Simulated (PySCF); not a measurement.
**A small calculation by hand: chemical shift, span and skew from a shielding tensor**

Be(SH)(SiH3) (BeH₄SSi), SMILES [SiH3][Be][SH]. Atoms are numbered in the order given.

```xyz
7

Be     0.0066     0.1049    -0.1358
S      0.4929     1.2421    -1.5795
H      1.7897     1.1675    -1.2225
Si    -0.5469    -1.2031     1.5161
H     -1.4131    -2.3322     1.0690
H     -1.2904    -0.4779     2.5864
H      0.6574    -1.8078     2.1574
```

Coordinates come from a PBE0-D3(BJ)/def2-TZVP optimisation. The values are those of a single conformer.

GIAO shieldings from B3LYP/pcSseg-2 in PySCF, non-relativistic, no solvent. The symmetric part of the tensor of Si4 has the principal values 459.6, 477.8, 479.3 ppm. The same nucleus in TMS has σ = 325.2 ppm at this level (PySCF, at its B3LYP-D3(BJ)/def2-TZVP geometry).

### Question
Work out the isotropic shielding, the ²⁹Si shift against TMS, the span and the skew.

### Answer

σ(iso) = (σ11 + σ22 + σ33)/3 = 472.2 ppm. δ = σ(ref) − σ(iso) = 325.2 − (472.2) = -147.0 ppm.
Span Ω = σ33 − σ11 = 19.7 ppm. Skew κ = 3(σ(iso) − σ22)/Ω = -0.85. Tumbling in solution averages the tensor to δ; in a static solid the shielding alone would spread this spin-1/2 line over Ω.
